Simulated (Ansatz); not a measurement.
Total energies of `FB1N[SiH2]1`.

```xyz
7

F     1.584    1.798    0.480
B     0.718    0.828    0.261
N     0.313    0.089   -0.832
Si   -0.633   -0.509    0.535
H     0.502    0.002   -1.820
H    -0.384   -1.922    0.923
H    -2.100   -0.285    0.452
```

The species carries charge 0 and has multiplicity 1. All single points use the PBE0-D4/def2-TZVP geometry. Basis def2-TZVPP, Ansatz 0.2.0.

RPA on PBE orbitals: Hartree–Fock energy of these orbitals -469.34716 Eh, correlation -1.07619 Eh (frozen core).

```
             functional  energy without D4 (Eh)  D4 term (kJ/mol)
            LDA (SPW92)              -468.35985                 –
                    PBE              -470.53479             -11.5
                 revPBE              -470.76625             -36.4
                   BLYP              -470.84856             -25.9
                 r2SCAN              -470.77148              -2.6
                 B97M-V              -470.77973                 –
                   PBE0              -470.56938              -9.6
                  B3LYP              -470.91300             -18.8
                r2SCANh              -470.76043              -2.8
                r2SCAN0              -470.74479              -3.1
HSE06 (plane-wave form)              -470.55436              -8.9
                  BHLYP              -470.80621             -14.3
              CAM-B3LYP              -470.82968              -9.7
                LC-ωPBE              -470.68046                 –
                ωB97X-V              -470.78087                 –
                ωB97M-V              -470.81013                 –
                 B2PLYP              -470.64573                 –
               PBE-QIDH              -470.45854                 –
```

B3LYP takes the VWN-RPA correlation (the form of Gaussian; ORCA's B3LYP/G). HSE06 is the plane-wave form, built on full-range PBE exchange. The double hybrids freeze the cores in their second-order part.

LC-ωPBE has ω = 0.4 bohr⁻¹.
